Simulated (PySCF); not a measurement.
# Electron correlation in Cl⁺ (chlorine, charge +1)

[Ne] 3s1 3p4 3d1, one real determinant (an excited configuration). Calculation: PySCF 2.14, in dyall-av3z (19s12p3d2f, 84 functions); scalar relativity by spin-free X2C-1e. Frozen: [Ne]; 6 electrons correlated; the 23 highest virtual orbitals of each spin left out.

| level | correlation energy (mhartree) |
| --- | --- |
| CCSD | -150.77 |
| (T) | -10.94 |
| CCSD(T) | -161.71 |

Diagnostics: T1 = 0.012, D1 = 0.0343, largest double amplitude 0.183.

The real determinant used has ⟨L²⟩ near 8 against 12 for a pure F term, so it mixes terms. The outer electron is Rydberg-like, and this basis confines it to a smaller radius and binds it less than a complete one would. A double-excitation amplitude exceeds 0.15, a sign of near-degeneracy.

Cost of the coupled-cluster step: roughly 6 core-seconds, for 6 correlated electrons.

Iterations:

```
CC2 = 0
CCSD nocc = (np.int64(5), np.int64(1)), nmo = (56, 56)
frozen orbitals [[0, 1, 2, 3, 4, 61, 62, 63, 64, 65, 66, 67, 68, 69, 70, 71, 72, 73, 74, 75, 76, 77, 78, 79, 80, 81, 82, 83], [0, 1, 2, 3, 4, 61, 62, 63, 64, 65, 66, 67, 68, 69, 70, 71, 72, 73, 74, 75, 76, 77, 78, 79, 80, 81, 82, 83]]
max_cycle = 100
direct = 0
conv_tol = 1e-08
conv_tol_normt = 1e-06
diis_space = 8
diis_start_cycle = 0
Init t2, MP2 energy = -0.108050669545909
Init E_corr(UCCSD) = -0.108050669546457
cycle = 1  E_corr(UCCSD) = -0.128949851819418  dE = -0.0208991823  norm(t1,t2) = 0.0775997
cycle = 2  E_corr(UCCSD) = -0.136373446470733  dE = -0.00742359465  norm(t1,t2) = 0.0481667
cycle = 3  E_corr(UCCSD) = -0.14673293348936  dE = -0.010359487  norm(t1,t2) = 0.0350227
cycle = 4  E_corr(UCCSD) = -0.147570753561964  dE = -0.000837820073  norm(t1,t2) = 0.0188188
cycle = 5  E_corr(UCCSD) = -0.148616056520957  dE = -0.00104530296  norm(t1,t2) = 0.0136384
cycle = 6  E_corr(UCCSD) = -0.15177003001181  dE = -0.00315397349  norm(t1,t2) = 0.0961578
cycle = 7  E_corr(UCCSD) = -0.149990842222403  dE = 0.00177918779  norm(t1,t2) = 0.0039896
cycle = 8  E_corr(UCCSD) = -0.150748673502156  dE = -0.00075783128  norm(t1,t2) = 0.00214484
cycle = 9  E_corr(UCCSD) = -0.150788264082036  dE = -3.95905799e-05  norm(t1,t2) = 0.000399648
cycle = 10  E_corr(UCCSD) = -0.150774745545542  dE = 1.35185365e-05  norm(t1,t2) = 0.000187953
cycle = 11  E_corr(UCCSD) = -0.150766144826805  dE = 8.60071874e-06  norm(t1,t2) = 7.14228e-05
cycle = 12  E_corr(UCCSD) = -0.150767704136379  dE = -1.55930957e-06  norm(t1,t2) = 2.22498e-05
cycle = 13  E_corr(UCCSD) = -0.15076742689861  dE = 2.77237769e-07  norm(t1,t2) = 9.33553e-06
cycle = 14  E_corr(UCCSD) = -0.150767419800115  dE = 7.09849518e-09  norm(t1,t2) = 1.68514e-05
cycle = 15  E_corr(UCCSD) = -0.150767306013437  dE = 1.13786678e-07  norm(t1,t2) = 6.16024e-05
cycle = 16  E_corr(UCCSD) = -0.150767355045208  dE = -4.90317708e-08  norm(t1,t2) = 4.99984e-06
cycle = 17  E_corr(UCCSD) = -0.150767417960913  dE = -6.29157052e-08  norm(t1,t2) = 1.1896e-06
cycle = 18  E_corr(UCCSD) = -0.150767406896664  dE = 1.1064249e-08  norm(t1,t2) = 1.63957e-06
cycle = 19  E_corr(UCCSD) = -0.150767473745452  dE = -6.68487875e-08  norm(t1,t2) = 8.20115e-07
cycle = 20  E_corr(UCCSD) = -0.150767477028055  dE = -3.28260383e-09  norm(t1,t2) = 2.1341e-07
UCCSD converged
E(UCCSD) = -459.6775231391787  E_corr = -0.1507674770280555
UCCSD(T) correction = -0.0109440660675138
```

The reference is one real determinant that mixes LS terms of this configuration.
